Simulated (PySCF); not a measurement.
# Fluorine: a sound run and one with changed settings

Sound run: F²⁺ [He] 2s2 2p3, F³⁺ [He] 2s2 2p2. All numbers are calculated (PySCF 2.14, the non-relativistic Hamiltonian (point nucleus), in def2-TZVP (5s3p2d1f, 31 functions)). The sound run starts from symmetry-adapted Hartree-Fock orbitals and uses a fine grid where one is needed.

Changed run: 26 angular points. This setting is unsound on purpose.

```tsv
species	method	sound run (hartree)	changed run (hartree)	converged
F²⁺	UHF	-97.60872	-97.60872	yes
F²⁺	PBE0	-97.74024	-97.74024	yes
F²⁺	TPSS	-97.83025	-97.83025	yes
F³⁺	UHF	-95.32080	-95.32080	yes
F³⁺	PBE0	-95.42747	-95.42707	yes
F³⁺	TPSS	-95.52073	-95.52097	yes
```

Ionisation energy of F²⁺:

```
method  sound run (eV)  changed run (eV)
   UHF          62.258            62.258
  PBE0          62.934            62.945
  TPSS          62.845            62.839
```

A coarse angular grid integrates products of high-l functions wrongly, so density functionals can shift, and the SCF can exploit the error; Hartree-Fock and MP2 need no grid.

For comparison, NIST gives 62.708 eV between the lowest levels.
